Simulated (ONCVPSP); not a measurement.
Transferability test, ONCV potential for Tl (Z = 81)

Tl (Z = 81), optimised norm-conserving Vanderbilt (ONCV), made with ONCVPSP 4.0.1 (Wu-Cohen, fully relativistic). Core [Xe] 4f14, reference 5d10 6s2 6p0.5 (charge +0.5). Waves: 6s: rc 2.05 bohr, ncon 3, nbas 6, qcut 3.2 1/bohr, 2 projectors, debl 2.7 Ha; 6p: rc 3.00 bohr, ncon 4, nbas 7, qcut 2.9 1/bohr, 2 projectors, debl 2.5 Ha; 5d: rc 1.15 bohr, ncon 4, nbas 7, qcut 9.7 1/bohr, 2 projectors, debl 3 Ha. Local part: polynomial inside 0.90 bohr (lpopt 5, dvloc0 0 Ha). Core correction: Teter function, fcfact 3.25, rcfact 1.6.

Open shells are filled in proportion to 2j + 1.

Energies are relative to the spin-unpolarised reference configuration 5d10 6s2 6p0.5; without spin polarisation the order of configurations can differ from experiment.

Task: Give the all-electron excitation energy and the error of the potential for: 5d10 6s2 6p1; 5d10 6s2 6p0; 5d10 6s1 6p0; 5d10 6s1 6p2.

Result:

```tsv
valence configuration	charge	ΔE all-electron (eV)	error AE − PS (meV)
5d10 6s2 6p1	0	-1.883	-0.1
5d10 6s2 6p0	+1	3.355	-0.3
5d10 6s1 6p0	+2	24.225	-10
5d10 6s1 6p2	0	5.475	-0.5
```

Note: ghosts flagged at negative energy: s at -425.9 eV, p3/2 at -191.1 eV, p1/2 at -167.0 eV; GHOST(+) flagged for s at 49.1 eV, p1/2 at 108.7 eV. A true bound ghost makes a file unfit for plane-wave use.
